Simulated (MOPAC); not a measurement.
Input file for MOPAC: PM7 on WN, 2S+1 = 4, a spin state set in the input, which need not be the lowest, a point of a bond scan (R = 1.615 Å).

```
PM7 1SCF PRECISE CHARGE=0 UHF MS=1.5 THREADS=1
NW

W      0.00000000 1     0.00000000 1     0.00000000 1
N      0.00000000 1     0.00000000 1     1.61467400 1
```

The log:

```
*******************************************************************************
 **                                                                           **
 **                              MOPAC v23.2.5                                **
 **                                                                           **
 *******************************************************************************
 ** MOPAC's Digital Object Identifier: https://doi.org/10.5281/zenodo.6511958 **
 **                                                                           **
 ** Please cite the open-source release paper for use of this MOPAC version:  **
 ** J. E. Moussa and J. J. P. Stewart (2026)                                  **
 ** MOPAC: An open-source semiempirical molecular orbital program             **
 ** J. Open Source Softw., 11(119), 8025, https://doi.org/10.21105/joss.08025 **
 *******************************************************************************

                              PM7 CALCULATION RESULTS

 *******************************************************************************
 *  PM7        - The PM7 Hamiltonian to be used
 *  UHF        - UNRESTRICTED HARTREE-FOCK CALCULATION
 *
 *
 *
 *                 CHARGE ON SYSTEM = 0
 *
 *
 *
 *  MS=        - IN MECI, MAGNETIC COMPONENT OF SPIN =  1.5
 *  PRECISE    - TIGHTER CRITERIA TO BE USED
 *  1SCF       - DO 1 SCF AND THEN STOP
 *  THREADS=1  - MULTI-THREADING NOT USED
 *  T=         - A TIME OF 172800.0 SECONDS REQUESTED
 *  DUMP=N     - RESTART FILE WRITTEN EVERY 7200.0 SECONDS REQUESTED
 *******************************************************************************
PM7 1SCF PRECISE CHARGE=0 UHF MS=1.5 THREADS=1
 NW

   ATOM   CHEMICAL          X               Y               Z
  NUMBER   SYMBOL      (ANGSTROMS)     (ANGSTROMS)     (ANGSTROMS)

     1       W          0.00000000  *   0.00000000  *   0.00000000  *
     2       N          0.00000000  *   0.00000000  *   1.61467400  *



          CARTESIAN COORDINATES

    NO.       ATOM           X           Y           Z

     1         W          0.0000      0.0000      0.0000
     2         N          0.0000      0.0000      1.6147

 General Reference for PM7:
 "Optimization of Parameters for Semiempirical Methods VI: More Modifications to the
 NDDO Approximations and Re-optimization of Parameters", J. J. P. Stewart, J. Mol. Mod., 1:32, 19 (2013)
 https://link.springer.com/article/10.1007/s00894-012-1667-x

           Empirical Formula: N W  =     2 atoms



      MOLECULAR POINT GROUP   :   C*v


          UHF CALCULATION, NO. OF ALPHA ELECTRONS =    7
                           NO. OF BETA  ELECTRONS =    4

 -------------------------------------------------------------------------------
 PM7 1SCF PRECISE CHARGE=0 UHF MS=1.5 THREADS=1
 NW



     1SCF WAS SPECIFIED, SO BFGS WAS NOT USED
     SCF FIELD WAS ACHIEVED


                              PM7 CALCULATION
                                                       MOPAC v23.2.5 Linux




          FINAL HEAT OF FORMATION =        273.07502 KCAL/MOL =    1142.54589 KJ/MOL


          COSMO AREA              =         88.95 SQUARE ANGSTROMS
          COSMO VOLUME            =         77.29 CUBIC ANGSTROMS

          IONIZATION POTENTIAL    =          9.897914 EV
          ALPHA SOMO LUMO (EV)    =         -9.898 -0.510
          BETA  SOMO LUMO (EV)    =        -11.290  1.934
          NO. OF ALPHA ELECTRONS  =          7
          NO. OF BETA  ELECTRONS  =          4
          MOLECULAR WEIGHT        =        197.8567         POINT GROUP:  C*v

          MOLECULAR DIMENSIONS (Angstroms)

            Atom       Atom       Distance
            N     2    W     1     1.61467
            N     2    W     1     0.00000
            W     1    N     2     0.00000


          SCF CALCULATIONS        =          1





   ATOM   CHEMICAL          X               Y               Z
  NUMBER   SYMBOL      (ANGSTROMS)     (ANGSTROMS)     (ANGSTROMS)

     1       W          0.00000000  *   0.00000000  *   0.00000000  *
     2       N          0.00000000  *   0.00000000  *   1.61467400  *

                             CARTESIAN COORDINATES

   1    W        0.000000000     0.000000000     0.000000000
   2    N        0.000000000     0.000000000     1.614674000


           Empirical Formula: N W  =     2 atoms



      MOLECULAR POINT GROUP   :   C*v


          ALPHA EIGENVALUES
 -31.96877 -14.19925 -11.24874 -11.24874  -9.91529  -9.91529  -9.89791  -0.51009
  -0.51009   4.15010   4.80946   4.80946  13.85138


           BETA EIGENVALUES
 -33.13259 -14.40434 -11.29023 -11.29023   1.93357   1.93357   2.00714   2.00714
   2.28112   6.13767   6.86452   6.86452  14.93232


              NET ATOMIC CHARGES AND DIPOLE CONTRIBUTIONS

  ATOM NO.   TYPE          CHARGE      No. of ELECS.   s-Pop       p-Pop       d-Pop
    1          W           0.552148        5.4479     0.70663     0.56110     4.18013
    2          N          -0.552148        5.5521     1.73991     3.81224
 DIPOLE           X         Y         Z       TOTAL
 POINT-CHG.     0.000     0.000    -4.282     4.282
 HYBRID         0.000     0.000    -1.375     1.375
 SUM            0.000     0.000    -5.657     5.657


          ATOMIC ORBITAL ELECTRON POPULATIONS

     Atom    s        px        py        pz      x^2-y^2     xz        z^2       yz        xy
    1  W   0.70663   0.08935   0.08935   0.38241   1.00000   0.66784   0.84444   0.66784   1.00000
    2  N   1.73991   1.24281   1.24281   1.32662


                    (SZ)    =    1.500000
                    (S**2)  =    3.971186


          ATOMIC ORBITAL SPIN POPULATIONS

    Atom   Total    s     px     py     pz   x^2-y^2  xz     z^2    yz     xy
         Atomic
    1  W  3.7377  0.095  0.016  0.016  0.276  1.000  0.285  0.764  0.285  1.000
    2  N -0.7377 -0.031 -0.301 -0.301 -0.103

 **********************
 *                    *
 * JOB ENDED NORMALLY *
 *                    *
 **********************




 == MOPAC DONE ==
```

The run finished. Its determinant has ⟨S²⟩ = 3.97, a mixture of spin states.

Cost: very roughly 0.03 core-seconds.
